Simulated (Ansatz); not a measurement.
Wavefunction ladder for C₄H₉GeN, SMILES `[CH3][Ge]([CH3])([CH3])[C]#N`

Cartesian coordinates in Å:
```
C 1.549 0.593 -0.943
Ge 0.012 -0.159 -0.016
C 0.043 0.201 1.896
C -1.677 0.339 -0.843
C 0.158 -2.091 -0.205
N 0.245 -3.235 -0.317
H 1.527 1.682 -0.874
H 1.534 0.308 -1.996
H 2.476 0.232 -0.497
H -0.792 -0.297 2.391
H -0.036 1.275 2.073
H 0.974 -0.159 2.336
H -2.507 -0.161 -0.342
H -1.823 1.418 -0.769
H -1.683 0.056 -1.896
```

Charge 0, multiplicity 1. Correlated methods include outer-core shells of Ge, which these sets cover unevenly. Scalar relativity is left out up to krypton. Geometry: relaxed with PBE0-D4/def2-TZVP. Frozen core, restricted reference, Ansatz.

| basis | HF (Eh) | MP2 corr. |
| --- | --- | --- |
| def2-SVP | -2286.13216 | -0.94169 |
| def2-TZVPP | -2286.64022 | -1.12891 |
| def2-QZVPP | -2286.69060 | -1.44635 |

(1) Estimate the CCSD correlation energy and the (T) correction in each basis where they were run (hartree).

Answers

(1) 
```csv
basis,CCSD corr.,(T)
def2-SVP,-0.98982,-0.03363
def2-TZVPP,-1.16819,-0.05071
```
